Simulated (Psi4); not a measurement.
H5O4Si (SMILES O[Si](O)(O)[OH2+]), charge +1, singlet, geometry from GFN2-xTB, atoms displaced at random by about 0.08 Å a coordinate; R2SCAN/STO-3G, gradient (Psi4 1.11).

Here is a job for Psi4.
```
memory 2 GB

molecule mol {
1 1
  O     0.557206   -0.096178    1.567844
  Si    0.264997   -0.106983    0.016618
  O     0.094496   -1.172407   -1.002673
  O     0.839195    1.323927   -0.470703
  O    -1.609905    0.510950   -0.140468
  H     0.195565   -1.058309    2.110892
  H     0.659157   -1.666551   -1.432152
  H     1.598443    1.741852   -0.090774
  H    -1.752479    1.173932   -0.006175
  H    -2.004692    0.075175   -0.759003
symmetry c1
no_reorient
no_com
}

set basis sto-3g
set reference rks

gradient('r2scan')
print_variables()
```

Write the output that Psi4 gives for this input, abridged.


```
gradient() will perform analytic gradient computation.

   => Loading Basis Set <=

    Name: STO-3G
    Role: ORBITAL
    Keyword: BASIS

         ---------------------------------------------------------
                                   SCF
               by Justin Turney, Rob Parrish, Andy Simmonett
                          and Daniel G. A. Smith
                              RKS Reference
         ---------------------------------------------------------

  ==> Geometry <==

    Molecular point group: c1
    Full point group: C1

    Geometry (in Angstrom), charge = 1, multiplicity = 1:

       Center              X                  Y                   Z               Mass
    ------------   -----------------  -----------------  -----------------  -----------------
         O            0.557206000000    -0.096178000000     1.567844000000    15.994914619570
         SI           0.264997000000    -0.106983000000     0.016618000000    27.976926534650
         O            0.094496000000    -1.172407000000    -1.002673000000    15.994914619570
         O            0.839195000000     1.323927000000    -0.470703000000    15.994914619570
         O           -1.609905000000     0.510950000000    -0.140468000000    15.994914619570
         H            0.195565000000    -1.058309000000     2.110892000000     1.007825032230
         H            0.659157000000    -1.666551000000    -1.432152000000     1.007825032230
         H            1.598443000000     1.741852000000    -0.090774000000     1.007825032230
         H           -1.752479000000     1.173932000000    -0.006175000000     1.007825032230
         H           -2.004692000000     0.075175000000    -0.759003000000     1.007825032230

  Running in c1 symmetry.

  Rotational constants: A =      0.14104  B =      0.12454  C =      0.11705 [cm^-1]
  Rotational constants: A =   4228.24653  B =   3733.74832  C =   3509.15872 [MHz]
  Nuclear repulsion =  282.838047207998159

  Charge       = 1
  Multiplicity = 1
  Electrons    = 50
  Nalpha       = 25
  Nbeta        = 25

  ==> Algorithm <==

  SCF Algorithm Type is DF.
  DIIS enabled.
  MOM disabled.
  Fractional occupation disabled.
  Guess Type is SAD.
  Energy threshold   = 1.00e-08
  Density threshold  = 1.00e-08
  Integral threshold = 1.00e-12

  ==> Primary Basis <==

  Basis Set: STO-3G
    Blend: STO-3G
    Number of shells: 22
    Number of basis functions: 34
    Number of Cartesian functions: 34
    Spherical Harmonics?: true
    Max angular momentum: 1

  ==> DFT Potential <==

   => LibXC <=

    Version 7.1.2
    S. Lehtola, C. Steigemann, M. J. T. Oliveira, and M. A. L. Marques,  SoftwareX 7, 1–5 (2018) (10.1016/j.softx.2017.11.002)

   => Composite Functional: R2SCAN <=

    r2SCAN Meta-GGA XC Functional  (0.1021/acs.jpclett.0c02405)
    J. W. Furness, A. D. Kaplan, J. Ning, J. P. Perdew, J. Sun  J. Phys. Chem. Lett.  11, 8208–8215, 2020

    Deriv               =              1
    GGA                 =           TRUE
    Meta                =           TRUE

    Exchange Hybrid     =          FALSE
    MP2 Hybrid          =          FALSE

   => Exchange Functionals <=

    1.0000   XC_MGGA_X_R2SCAN

   => Correlation Functionals <=

    1.0000   XC_MGGA_C_R2SCAN

   => LibXC Density Thresholds  <==

    XC_MGGA_C_R2SCAN:  1.00E-15
    XC_MGGA_X_R2SCAN:  1.00E-11

   => Molecular Quadrature <=

    Radial Scheme          =       TREUTLER
    Pruning Scheme         =           NONE
    Nuclear Scheme         =       TREUTLER

    Blocking Scheme        =         OCTREE
    BS radius alpha        =              1
    Pruning alpha          =              1
    Radial Points          =             75
    Spherical Points       =            302
    Total Points           =         213154
    Total Blocks           =           1659
    Max Points             =            256
    Max Functions          =             32
    Weights Tolerance      =       1.00E-15

   => Loading Basis Set <=

    Name: (STO-3G AUX)
    Role: JKFIT
    Keyword: DF_BASIS_SCF

  ==> Integral Setup <==

  SCF_SUBTYPE=INCORE selected. In-core MEM_DF algorithm will be used.
  Using in-core AOs.

  ==> MemDFJK: Density-Fitted J/K Matrices <==

    J tasked:                   Yes
    K tasked:                    No
    wK tasked:                   No
    Algorithm:                 Core
    Schwarz Cutoff:           1E-12
    Mask sparsity (%):       1.7301
    Fitting Condition:        1E-10

   => Auxiliary Basis Set <=

  Basis Set: (STO-3G AUX)
    Blend: DEF2-UNIVERSAL-JKFIT
    Number of shells: 168
    Number of basis functions: 526
    Number of Cartesian functions: 627
    Spherical Harmonics?: true
    Max angular momentum: 4

  Minimum eigenvalue in the overlap matrix is 1.8841890479E-01.
  Reciprocal condition number of the overlap matrix is 8.3788843524E-02.
    Using symmetric orthogonalization.

  ==> Pre-Iterations <==

  SCF Guess: Superposition of Atomic Densities via on-the-fly atomic UHF (no occupation information).

   -------------------------
    Irrep   Nso     Nmo
   -------------------------
     A         34      34
   -------------------------
    Total      34      34
   -------------------------

  ==> Iterations <==

                           Total Energy        Delta E     RMS |[F,P]|

   @DF-RKS iter SAD:  -584.50134502609558   -5.84501e+02   0.00000e+00
   @DF-RKS iter   1:  -585.16429731078142   -6.62952e-01   1.13084e-02 ADIIS/DIIS
   @DF-RKS iter   2:  -585.09526318113114    6.90341e-02   1.53051e-02 ADIIS/DIIS
   @DF-RKS iter   3:  -585.26683934131654   -1.71576e-01   3.34423e-03 ADIIS/DIIS
   @DF-RKS iter   4:  -585.27449383964472   -7.65450e-03   9.12748e-04 ADIIS/DIIS
   @DF-RKS iter   5:  -585.27503998231202   -5.46143e-04   3.17018e-04 ADIIS/DIIS
   @DF-RKS iter   6:  -585.27511338517093   -7.34029e-05   8.14996e-05 DIIS
   @DF-RKS iter   7:  -585.27511834013433   -4.95496e-06   8.86895e-06 DIIS
[...]
  @DF-RKS Final Energy:  -585.27511840709269
[...]
    Empirical Dispersion Energy =           0.0000000000000000
    VV10 Nonlocal Energy =                  0.0000000000000000
    Total Energy =                       -585.2751184070926911

Computation Completed

Properties will be evaluated at   0.000000,   0.000000,   0.000000 [a0]

Properties computed using the SCF density matrix

 Multipole Moments:

 ------------------------------------------------------------------------------------
     Multipole            Electronic (a.u.)      Nuclear  (a.u.)        Total (a.u.)
 ------------------------------------------------------------------------------------

 L = 1.  Multiply by 2.5417464519 to convert [e a0] to [Debye]
 Dipole X            :         -3.2943197            2.7474501           -0.5468695
 Dipole Y            :         -6.6475266            6.2335885           -0.4139381
 Dipole Z            :          0.3801075           -0.5906528           -0.2105453
 Magnitude           :                                                    0.7174541

 ------------------------------------------------------------------------------------

         ------------------------------------------------------------
                                   SCF GRAD
                          Rob Parrish, Justin Turney,
                       Andy Simmonett, and Alex Sokolov
         ------------------------------------------------------------

  ==> Geometry <==

    Molecular point group: c1
    Full point group: C1

    Geometry (in Angstrom), charge = 1, multiplicity = 1:

       Center              X                  Y                   Z               Mass
    ------------   -----------------  -----------------  -----------------  -----------------
         O            0.557206000000    -0.096178000000     1.567844000000    15.994914619570
         SI           0.264997000000    -0.106983000000     0.016618000000    27.976926534650
         O            0.094496000000    -1.172407000000    -1.002673000000    15.994914619570
         O            0.839195000000     1.323927000000    -0.470703000000    15.994914619570
         O           -1.609905000000     0.510950000000    -0.140468000000    15.994914619570
         H            0.195565000000    -1.058309000000     2.110892000000     1.007825032230
         H            0.659157000000    -1.666551000000    -1.432152000000     1.007825032230
         H            1.598443000000     1.741852000000    -0.090774000000     1.007825032230
         H           -1.752479000000     1.173932000000    -0.006175000000     1.007825032230
         H           -2.004692000000     0.075175000000    -0.759003000000     1.007825032230

  Nuclear repulsion =  282.838047207998159

  ==> Basis Set <==

  Basis Set: STO-3G
    Blend: STO-3G
    Number of shells: 22
    Number of basis functions: 34
    Number of Cartesian functions: 34
    Spherical Harmonics?: true
    Max angular momentum: 1

  ==> DFJKGrad: Density-Fitted SCF Gradients <==

    Gradient:                    1
    J tasked:                  Yes
    K tasked:                   No
    wK tasked:                  No
    Integrals threads:           1
    Schwarz Cutoff:          1E-12
    Fitting Condition:       1E-10

   => Auxiliary Basis Set <=

  Basis Set: (STO-3G AUX)
    Blend: DEF2-UNIVERSAL-JKFIT
    Number of shells: 168
    Number of basis functions: 526
    Number of Cartesian functions: 627
    Spherical Harmonics?: true
    Max angular momentum: 4

  ==> DFT Potential <==

   => LibXC <=

    Version 7.1.2
    S. Lehtola, C. Steigemann, M. J. T. Oliveira, and M. A. L. Marques,  SoftwareX 7, 1–5 (2018) (10.1016/j.softx.2017.11.002)

   => Composite Functional: R2SCAN <=

    r2SCAN Meta-GGA XC Functional  (0.1021/acs.jpclett.0c02405)
    J. W. Furness, A. D. Kaplan, J. Ning, J. P. Perdew, J. Sun  J. Phys. Chem. Lett.  11, 8208–8215, 2020

    Deriv               =              1
    GGA                 =           TRUE
    Meta                =           TRUE

    Exchange Hybrid     =          FALSE
    MP2 Hybrid          =          FALSE

   => Exchange Functionals <=

    1.0000   XC_MGGA_X_R2SCAN

   => Correlation Functionals <=

    1.0000   XC_MGGA_C_R2SCAN

   => LibXC Density Thresholds  <==

    XC_MGGA_C_R2SCAN:  1.00E-15
    XC_MGGA_X_R2SCAN:  1.00E-11

   => Molecular Quadrature <=

    Radial Scheme          =       TREUTLER
    Pruning Scheme         =           NONE
    Nuclear Scheme         =       TREUTLER

    Blocking Scheme        =         OCTREE
    BS radius alpha        =              1
    Pruning alpha          =              1
    Radial Points          =             75
    Spherical Points       =            302
    Total Points           =         213154
    Total Blocks           =           1659
    Max Points             =            256
    Max Functions          =             32
    Weights Tolerance      =       1.00E-15

  -Total Gradient:
     Atom            X                  Y                   Z
    ------   -----------------  -----------------  -----------------
       1        0.023581411498     0.091892910377    -0.115554637238
       2        0.006754433801    -0.114515954166    -0.027963893296
       3        0.156131221744    -0.026738111932    -0.021671194383
       4        0.057517084299     0.012665426767     0.053073601973
       5       -0.358785136409     0.834396341571     0.015333825872
       6       -0.030143926835    -0.077564437417     0.044581818698
       7       -0.131905256466     0.117040081806     0.100895503287
       8       -0.052609890467    -0.019914791925    -0.035761430065
       9        0.210700888443    -0.921723013009    -0.178050458084
      10        0.121174875745     0.104021645525     0.165880375204

  Variable Map:
  ----------------------------------------------------------------------------
[...]
  Array Variable Map:
  ----------------------------------------------------------------------------
[...]
[...]
```
